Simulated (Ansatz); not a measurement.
`[Cl][In]([Cl])[Cl]` + CH₃NH₂ → `C[NH][In]([Cl])[Cl]` + HCl  (ligand exchange at the In–Cl bond)

Gas-phase electronic energies from Ansatz, PBE0-D4/def2-TZVP geometries. CCSD(T)/CBS adds triple-zeta CCSD(T) − MP2 to the extrapolated MP2 energy (def2 sets, frozen cores). This one scheme is used for every species. Functionals use def2-TZVPP. B3LYP here is the variant with VWN-RPA as its local correlation; programs differ in this. def2 core potentials past Kr. For In outer-core shells are correlated without core-valence functions, which leaves a few kJ/mol of doubt a bond. Each species was taken in one conformer, which may not be the lowest.

`[Cl][In]([Cl])[Cl]`:

```xyz
4

Cl    0.259    0.856   -2.111
In   -0.001    0.000    0.000
Cl   -0.997   -2.044    0.294
Cl    0.739    1.188    1.817
```

CH₃NH₂:

```xyz
7

C     0.400    0.179    0.362
N    -0.741   -0.430   -0.300
H     1.045    0.794   -0.283
H     1.021   -0.602    0.806
H     0.048    0.811    1.181
H    -0.437   -1.029   -1.056
H    -1.336    0.278   -0.710
```

`C[NH][In]([Cl])[Cl]`:

```xyz
9

C     0.572    0.589   -1.149
N    -0.431    0.540   -0.105
In   -0.534   -0.852    1.309
Cl    0.657   -2.815    1.051
Cl   -1.951   -0.668    3.120
H     0.131    0.925   -2.094
H     0.981   -0.408   -1.325
H     1.414    1.252   -0.914
H    -0.840    1.437    0.108
```

HCl:

```xyz
2

Cl    0.555    0.311    0.065
H    -0.555   -0.311   -0.065
```

Is it downhill or uphill in electronic energy at CCSD(T)/CBS, and by how much? (Estimate.)

Ansatz gave: Uphill: ΔE = +21.4 kcal/mol.

What do these levels give: B3LYP-D4, r2SCANh, r2SCAN0, RPA@PBE/def2-TZVPP, MP2/def2-QZVPP, HF/CBS(def2)? (Best estimate.)

Computed: B3LYP-D4 23.1, r2SCANh 24.1, r2SCAN0 24.7, RPA@PBE/def2-TZVPP 20.2, MP2/def2-QZVPP 20.9, HF/CBS(def2) 28.5 kcal/mol.

Largest T1 diagnostic among the species: 0.013.

In def2-TZVPP, CCSD(T) changes the Hartree–Fock value by −7.5 kcal/mol (the triples alone add −0.8 kcal/mol) and MP2 by −7.8 kcal/mol. From r2SCAN to r2SCAN0 (25 % exact exchange), in def2-TZVPP and without D4, ΔE moves by +1.0 kcal/mol. At CCSD(T), def2-SVP lies +1.5 kcal/mol from the extrapolated value and def2-TZVPP −0.3 kcal/mol.
